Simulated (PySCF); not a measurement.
# Working with the constants of BeSb

UHF-CCSD(T) constants of BeSb, ⁴Σ⁻ (quartet), unpaired electrons σ ↑, π ↑↑ (Be def2-SVPD, Sb def2-SVPD with ECP28; scalar-relativistic core potentials (PySCF 2.14); masses 9.0122 and 120.9038 u):

```
ωe              : 383.6 cm⁻¹
ωexe            : 6.93 cm⁻¹
Be              : 0.32769 cm⁻¹
αe              : 0.00526 cm⁻¹
D (centrifugal) : 9.57e-07 cm⁻¹
De to Be + Sb   : 0.337 eV
```

Q: Give the vibrational terms G(v) and spacings up to v = 6.

A: G(v) = ωe(v+½) − ωexe(v+½)².

```json
{"v": "0", "G(v) (cm⁻¹)": "190", "G(v) − G(v−1)": "", "Bv (cm⁻¹)": "0.3251"}
{"v": "1", "G(v) (cm⁻¹)": "560", "G(v) − G(v−1)": "370", "Bv (cm⁻¹)": "0.3198"}
{"v": "2", "G(v) (cm⁻¹)": "916", "G(v) − G(v−1)": "356", "Bv (cm⁻¹)": "0.3145"}
{"v": "3", "G(v) (cm⁻¹)": "1258", "G(v) − G(v−1)": "342", "Bv (cm⁻¹)": "0.3093"}
{"v": "4", "G(v) (cm⁻¹)": "1586", "G(v) − G(v−1)": "328", "Bv (cm⁻¹)": "0.3040"}
{"v": "5", "G(v) (cm⁻¹)": "1900", "G(v) − G(v−1)": "314", "Bv (cm⁻¹)": "0.2988"}
{"v": "6", "G(v) (cm⁻¹)": "2201", "G(v) − G(v−1)": "300", "Bv (cm⁻¹)": "0.2935"}
```

Q: How well does the Morse estimate ωe²/(4ωexe) reproduce De, and what is D0?

A: It gives 0.658 eV, 195 % of the computed De. D0 = De − G(0) = 0.337 − 0.024 = 0.313 eV.

Correlated steps freeze 4 core orbitals. The bond is weak. Basis-set superposition, not corrected here, can be much of De in a small basis, most of all at correlated wavefunction levels. Spin–orbit coupling is left out, which matters for elements this heavy, above all for dissociation energies. The state was picked by a PBE0 search and need not be the measured ground state.
